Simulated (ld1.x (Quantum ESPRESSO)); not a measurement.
vanadium TM: all-electron and pseudo phase curves

* Element: V
* Generator: ld1.x (Quantum ESPRESSO) 7.5
* Type: norm-conserving Troullier–Martins (Kleinman–Bylander form)
* Functional: PBEsol
* Relativity: fully relativistic
* Frozen core: [Ne] 3s2
* Valence charge: 11
* Reference configuration: 3p6 3d3 4s1 4p0 (charge +1)
* Partial waves: 4s (bound): rc 2.40 bohr; 3p (bound): rc 1.30 bohr; 3d (bound): rc 2.00 bohr; 4f channel at 0.05 Ry: rc 2.15 bohr
* Local potential: all-electron potential smoothed inside 1.10 bohr (lloc = -2)
* Core correction: none

Open shells are filled in proportion to 2j + 1 (rel_dist='average').

The phase is arctan(r·u′/u) with u = r·R(r), unwrapped; energies in Ry, scanned from -6 to 5 Ry. A pole is an energy at which the radial function vanishes at the test radius. The pseudo phase is shifted by a multiple of π to meet the all-electron one at the reference energy, and phase errors are pseudo minus all-electron; the curves can meet again beyond the range given. Levels narrower than the energy grid can be missing from the lists of poles.

**Question.** For each channel, where are the poles, and over which energies does the pseudopotential scatter like the atom?

**Answer.**

```tsv
channel	radius (bohr)	reference energy (Ry)	poles, all-electron	poles, pseudo	unbroken range about the reference energy with phases within 0.05 rad	phase error 1 Ry above the reference energy (rad)
s	2.61	-0.80	-5.69, 1.57	-4.63, 1.38	-4.6 to 2.3	-0.009
p1/2	2.61	-3.83	-3.79, 2.48	-3.79, 2.45	the whole range	-0.000
p3/2	2.61	-3.77	-3.73, 2.53	-3.73, 2.49	the whole range	-0.000
d3/2	2.61	-0.93	-0.71, 3.97	-0.71, 4.47	below 0.7	+0.009
d5/2	2.61	-0.93	-0.71, 3.98	-0.71, 4.48	below 0.7	+0.009
f5/2	2.61	0.05	3.92	3.96	the whole range	+0.000
f7/2	2.61	0.05	3.92	3.96	the whole range	+0.000
```

Note: ghost state, extra bound levels that the all-electron valence spectrum of the same l lacks: s at -63.2 eV. A true bound ghost makes a file unfit for plane-wave use.

Phases in the d3/2 channel:

```
E (Ry)  all-electron  pseudo
 -6.00         1.408   1.408
 -5.74         1.404   1.404
 -5.48         1.399   1.399
 -5.22         1.395   1.395
 -4.96         1.390   1.390
 -4.70         1.384   1.384
 -4.44         1.378   1.378
 -4.18         1.371   1.371
 -3.92         1.364   1.364
 -3.66         1.355   1.355
 -3.40         1.345   1.345
 -3.14         1.334   1.334
 -2.88         1.320   1.320
 -2.62         1.303   1.304
 -2.36         1.282   1.283
 -2.10         1.254   1.255
 -1.84         1.213   1.214
 -1.58         1.142   1.143
 -1.32         0.971   0.973
 -1.06        -0.006  -0.004
 -0.80        -1.460  -1.459
 -0.54        -1.697  -1.695
 -0.28        -1.803  -1.798
 -0.02        -1.885  -1.878
  0.24        -1.975  -1.961
  0.50        -2.092  -2.067
  0.76        -2.275  -2.223
  1.02        -2.595  -2.483
  1.28        -3.138  -2.929
  1.54        -3.730  -3.510
  1.80        -4.104  -3.954
  2.06        -4.309  -4.210
  2.32        -4.432  -4.360
  2.58        -4.513  -4.456
  2.84        -4.570  -4.522
  3.10        -4.614  -4.571
  3.36        -4.649  -4.609
  3.62        -4.678  -4.639
  3.88        -4.704  -4.665
  4.14        -4.728  -4.687
  4.40        -4.750  -4.707
  4.66        -4.771  -4.726
  4.92        -4.793  -4.743
```
